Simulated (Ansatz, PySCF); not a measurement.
Complex: SiH4 (SMILES [SiH4]) (first 5 atoms) with AsH3 (SMILES [AsH3]); geometry from B3LYP-D3(BJ)/def2-TZVP, rigid monomers moved along the line of their centres of mass till Si1···H9 is 3.02 Å.
(charge 0, multiplicity 1):
```xyz
9

Si     0.0047    -0.0823     0.1973
H      0.3140    -0.6296    -1.1431
H     -1.4219     0.3073     0.2561
H      0.8518     1.1025     0.4583
H      0.2739    -1.1135     1.2247
As     0.1057     0.3954     3.8471
H     -0.6324     0.9859     5.0448
H     -0.7293    -0.8793     3.8901
H     -0.8565     1.0536     2.8636
```

Monomers are frozen at their geometry in the pair; levels with a basis set take the counterpoise correction.

Correlated levels freeze the cores. Filled d and f shells under p-block atoms count as core. CBS: X⁻³ extrapolation of the correlation energy, Hartree–Fock from the larger set.

Programs: Ansatz (Gaussian basis) for Hartree–Fock, density functionals and correlated methods; PySCF for the dispersion terms. Values without a source in brackets are computed.

PBE/def2-TZVPPD gives 0.61 kcal/mol for the interaction energy.

Problem. Predict the shift from PBE, with its sign, for: PBE-D3(BJ)/def2-TZVPPD, r2SCAN/def2-TZVPPD, PBE0/def2-TZVPPD, wB97M-V/def2-TZVPPD, MP2/CBS(def2-SVPD, def2-TZVPPD), CCSD(T)/CBS(def2-SVPD, def2-TZVPPD).

Solution. PBE-D3(BJ)/def2-TZVPPD -1.44; r2SCAN/def2-TZVPPD -0.48; PBE0/def2-TZVPPD -0.02; wB97M-V/def2-TZVPPD -1.17; MP2/CBS(def2-SVPD, def2-TZVPPD) -0.87; CCSD(T)/CBS(def2-SVPD, def2-TZVPPD) -0.77 kcal/mol. 0 of 6 lie above PBE; the widest gap is to PBE-D3(BJ)/def2-TZVPPD.

Ansatz is an electronic-structure program.
